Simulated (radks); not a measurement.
The lead ion Pb19+, 63 electrons, occupied as [Kr] 4d10 4f14 5s2 5p0.5 6p0.5 (fractional occupations, a model configuration). Calculated with a radial shooting solver on a logarithmic mesh with Libxc functionals: scalar-relativistic Kohn-Sham, SCAN, spin-polarised, spherical densities, finite nucleus; open shells are filled with parallel spins first (spin-orbit coupling, left out, can overturn this in heavy ions); meta-GGA in the generalised Kohn-Sham scheme; Fermi nuclear charge, rms radius 5.5012 fm.

Normalised radial functions P(r) = r R(r), r in bohr:

```
   r/bohr * 4f up, o 5s up, + 6p up (the largest magnitude, 1.54, reaches the edge; | marks zero, & curves that meet)
0.0006118                             &o
0.0008095                             & o
  0.00108                             & o
 0.001429                             & o
  0.00189                             &  o
 0.002521                             &  o
 0.003336                             &   o
 0.004413                             &   o
 0.005839                             *+   o
 0.007788                             *+  o
  0.01031                             * + o
  0.01363                             * +o
  0.01819                             &  +
  0.02406                          o  *   +
  0.03184                        o    *   +
  0.04246                      o      *   +
  0.05618                       o     |*+
  0.07434                            +o  *
  0.09836                         +   |    * o
   0.1312                       +     |         &
   0.1736                          +  |    o          *
   0.2297                      o      |   +                  *
   0.3063               o             |       +                  *
   0.4053                       o     |   +                      *
   0.5363                      +      |           o        *
   0.7153                 +           |            *          o
   0.9464                            +|     *             o
    1.252                             | *      o     +
    1.657                             * o              +
     2.21                             &       +
    2.924                             &+
    3.869                             &
```

4f up: eigenvalue -559.12 eV, 0 radial nodes, <r> = 0.435 bohr, 90 % of the charge inside 0.681 bohr. 5s up: eigenvalue -537.54 eV, 4 radial nodes at r = 0.0187, 0.0754, 0.195, 0.446 bohr, <r> = 0.780 bohr, 90 % of the charge inside 1.09 bohr. 6p up: eigenvalue -268.02 eV, 4 radial nodes at r = 0.0689, 0.196, 0.452, 0.965 bohr, <r> = 1.46 bohr, 90 % of the charge inside 2.01 bohr.
